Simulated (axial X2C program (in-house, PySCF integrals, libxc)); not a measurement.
# Bond lengths and stretching modes, held linear, of SGeS⁺

Computed with an axial X2C code built on PySCF integrals: two-component X2C with atomic mean-field Coulomb and Gaunt terms, Gaussian nuclei, basis S dyall-av3z, Ge dyall-v3z with contracted cores. Spin-free rows use the one-electron spin-free X2C Hamiltonian.

Masses S 31.972, Ge 73.921, S 31.972 u. States: 2c Ω = 3/2 (beyond evenly filled blocks: ω = 3/2); spin-free M_S = 1/2, Λ = 1 (beyond evenly filled blocks: π+α, π+β, π-α).

PBE0, spin-free: energies above the lowest point

```tsv
r(S–Ge) (Å)	r(Ge–S) (Å)	E (meV)
1.9666	1.9666	67.10
1.9666	2.0170	24.85
1.9666	2.0674	29.98
2.0170	1.9666	24.85
2.0170	2.0170	0.00
2.0170	2.0674	21.74
2.0170	2.1178	76.85
2.0674	1.9666	29.98
2.0674	2.0170	21.74
2.0674	2.0674	60.48
2.1178	2.0170	76.85
2.1178	2.1178	219.65
```

**Question.** Fit a quadratic surface with cubic terms in each bond: where is the minimum, and what are the two stretching wavenumbers?

**Answer.** At PBE0, spin-free: bonds 2.016 and 2.016 Å; harmonic stretches 435.1 and 461.6 cm⁻¹; force constants 2.96, 2.96 and coupling 1.05 mdyn/Å.

The other levels and Hamiltonians give:

```csv
Hamiltonian,level,r(S–Ge) (Å),r(Ge–S) (Å),lower stretch (cm⁻¹),upper stretch (cm⁻¹)
2c,PBE0,2.017,2.017,432.5,461.5
```

Each state is one determinant, the lowest of a limited PBE0 search; the stretches come from a fit to these few points and carry an uncertainty of a few per cent. Other orders of the atoms were not compared. Left out for rough or failed fits: HF 2c, BHandHLYP 2c, MP2 2c, HF spin-free, BHandHLYP spin-free, MP2 spin-free. The molecule was held linear; bending was not examined, so a bent shape may lie lower. Note: functional without a current term on a determinant with orbital currents, of the molecule or an atom.
